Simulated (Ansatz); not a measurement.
One change: `O[SiH2]B(O)F` becomes `OB(O)F`.

Ansatz, PBE0-D4/def2-TZVP geometries, multiplicity 1. Each molecule was computed in one conformer, which needn't be the lowest.

```csv
property,`O[SiH2]B(O)F`
HOMO energy (PBE0/def2-TZVPP) / eV,-8.21
LUMO energy (B3LYP/def2-TZVPP) / eV,-0.75
size of the dipole moment (PBE/def2-TZVPP) / D,2.22
LUMO energy (ωB97M-V/def2-TZVPP) / eV,1.45
size of the dipole moment (ωB97M-V/def2-TZVPP) / D,2.26
HOMO–LUMO gap (PBE0/def2-TZVPP) / eV,7.68
```

(1) Give the same properties after the change, and the shifts. (An estimate is asked.)

Answers

(1) Ansatz gave: 
```csv
property,`OB(O)F`,shift
HOMO energy (PBE0/def2-TZVPP) / eV,-9.74,-1.53
LUMO energy (B3LYP/def2-TZVPP) / eV,0.03,0.78
size of the dipole moment (PBE/def2-TZVPP) / D,1.83,-0.39
LUMO energy (ωB97M-V/def2-TZVPP) / eV,1.77,0.32
size of the dipole moment (ωB97M-V/def2-TZVPP) / D,1.88,-0.38
HOMO–LUMO gap (PBE0/def2-TZVPP) / eV,10.18,2.50
```

With PBE0 the HOMO falls by 1.53 eV and the LUMO rises by 0.98 eV, so the gap widens by about 2.51 eV. PBE moves the HOMO by -1.18 eV and ωB97M-V by -1.77 eV. The zero-point energy changes by -41.8 kJ/mol with -9 modes. Dipoles are sizes alone; their direction can turn.

B3LYP here is the variant with VWN-RPA as its local correlation; programs differ in this.
